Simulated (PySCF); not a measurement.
# Correlation energy of Fe²⁺ (iron, charge +2)

[Ar] 3d5 4p1, high-spin 7P determinant (an excited configuration). Calculation: PySCF 2.14, in x2c-TZVPPall (6s5p4d2f1g, 64 functions); the spin-free X2C one-electron Hamiltonian (Gaussian nucleus). Frozen: [Ne]; 14 electrons correlated.

| level | correlation energy (mhartree) |
| --- | --- |
| CCSD | -391.82 |
| (T) | -6.29 |
| CCSD(T) | -398.11 |

Diagnostics: T1 = 0.0066, D1 = 0.0247, largest double amplitude 0.026.

Is a single reference adequate?

Yes: T1 lies below 0.03 and no double amplitude reaches 0.07.

This basis was not built for core-valence correlation, so the inner-shell part is incomplete.
